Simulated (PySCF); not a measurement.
## Polarisability and C₆ of Co³⁺ (cobalt, charge +3)

[Ar] 3d6, high-spin 5D determinant. Calculation: PySCF 2.14, in aug-cc-pwCVTZ-DK with one added diffuse shell each of s, p, d, f, g type (11s10p8d5f4g, 152 functions); the spin-free X2C one-electron Hamiltonian (Gaussian nucleus). Coupled (time-dependent) response in atomic units; α is the mean over directions.

| method | mean α (bohr³) | α xx, yy, zz | C₆ (like pair) | S(−4) |
| --- | --- | --- | --- | --- |
| PBE | 1.892 | 1.971, 1.971, 1.735 | 4.580 | 1.318 |

S(−4) is the Cauchy moment in α(ω) = α(0) + S(−4) ω² + …

α(iu) at PBE:

| u (hartree) | α(iu) (bohr³) |
| --- | --- |
| 0 | 1.892 |
| 0.0500 | 1.889 |
| 0.100 | 1.879 |
| 0.200 | 1.842 |
| 0.300 | 1.786 |
| 0.500 | 1.644 |
| 0.750 | 1.455 |
| 1.00 | 1.284 |
| 1.50 | 1.014 |
| 2.00 | 0.8159 |
| 3.00 | 0.5556 |
| 5.00 | 0.3006 |

A single London oscillator, α(iu) = α/(1 + u²/ω²), gives C₆ = (3/4) ω α². Matching the computed C₆ needs ω = 4 × 4.580 / (3 × 1.892²) = 1.71 hartree.

For an ion, C₆ is the dispersion term alone; charge-induced terms of lower order in 1/R come first.

The components differ because the open shell of this determinant is not spherical; for a pure term their mean is the scalar polarisability.
